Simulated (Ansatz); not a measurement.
Basis sets compared for the cluster ZnO2⁻. Charge -1, multiplicity 2. Geometry PBE0-D4/def2-TZVPD. Ansatz on 4 threads of Arm Neoverse V2 on a shared host; times are rough, and most runs start from earlier orbitals.

```csv
atom,x (Å),y (Å),z (Å)
Zn1,0.000,0.000,0.000
O2,-1.422,0.929,-0.376
O3,1.422,-0.929,0.376
```

At PBE-D4/def2-SVPD, PBE-D4/def2-TZVPD the highest occupied level of the charge -1 doublet lies above zero (up to 0.05 eV). By energy differences its removal costs 2.68 eV (vertical, to the charge 0 triplet, at PBE0-D4/def2-TZVPD). The structure comes from a short search, and lower isomers may exist.

```
            level  functions  energy (Eh)  HOMO (eV)  LUMO (eV)  wall time
 PBE-D4/def2-SVPD         80   -1929.0507       0.05       0.27      2.4 s
PBE0-D4/def2-SVPD         80   -1929.0395      -0.80       1.36      4.4 s
```

Q: Estimate the rows for PBE-D4/def2-TZVPD, PBE0-D4/def2-TZVPD (with forces).

A: 
| level | functions | energy (Eh) | HOMO (eV) | LUMO (eV) | wall time |
| --- | --- | --- | --- | --- | --- |
| PBE-D4/def2-TZVPD | 131 | -1929.4787 | 0.01 | 0.27 | 4.8 s |
| PBE0-D4/def2-TZVPD (with forces) | 131 | -1929.4597 | -0.79 | 1.39 | 7.5 s |
